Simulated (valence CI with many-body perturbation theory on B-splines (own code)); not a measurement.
Re44+ in brief

Calculated by relativistic CI+MBPT: three valence electrons over a frozen Dirac-Fock core [Ar] 3d10, a basis of 11 s, 11 p, 10 d, 8 f, 5 g, 2 h functions for each j, with the one-electron correlation potential Σ1, the two-electron term Σ2, the three-electron term Σ3, Breit, model QED; selected CI, second order for the rest, scaled by the run's own slope (own B-spline code, finite nucleus).

No measured spectrum was set against this ion. As an estimate, large intervals hold to a few tenths of a per cent, small ones and those within an open d or f shell to about a per cent.

Levels are named by their leading jj configuration (3d3/2^4 stands for four electrons in 3d with j = 3/2), which in mixed levels can hold well under half, so a name can repeat and another be missing.

Rates and lifetimes use the calculated energies. Strong lines usually hold to 10 to 20 %, long lifetimes can be off by a factor of two.

Question: What is the ground level?

Answer: (4s^2 4p1/2) J=1/2, composition 100 % 4s²4p ²P°, g = 0.659.

Question: How well does LS coupling describe the low levels?

Answer: Among the lowest 20 levels the leading LS term, summed over configurations, holds 66 % on average. For single configurations the figures are 64 % in LS and 94 % in jj coupling. Terms mix most in the J = 3/2 level at 2983.0 × 10³ cm⁻¹, where the leading one holds 38 %.

Question: Name the longest-lived excited levels whose lifetime is computed, and their main decay.

Answer: (4s 4p3/2 4d5/2) J=9/2 at 3820.1 × 10³ cm⁻¹ lives 198 ns, mostly by M1 to (4s 4p1/2 4d5/2) J=7/2; (4s^2 4p3/2) J=3/2 at 850.89 × 10³ cm⁻¹ lives 174 ns, mostly by M1 to (4s^2 4p1/2) J=1/2.

Question: Among levels below 6903.7 × 10³ cm⁻¹, which E1 lines absorb most strongly from the ground level?

Answer: to (4s^2 4d3/2) J=3/2 at 4.594 nm, f = 0.831; to (4s 4p1/2 4p3/2) J=3/2 at 5.847 nm, f = 0.408; to (4s 4p1/2 4p3/2) J=1/2 at 5.779 nm, f = 0.383.

Question: What is the ionisation energy?

Answer: 2303.3 eV; NIST lists 2302 ± 4 eV (theoretical).

Question: Where does the other parity begin?

Answer: At (4s 4p1/2^2) J=1/2, 801.21 × 10³ cm⁻¹.
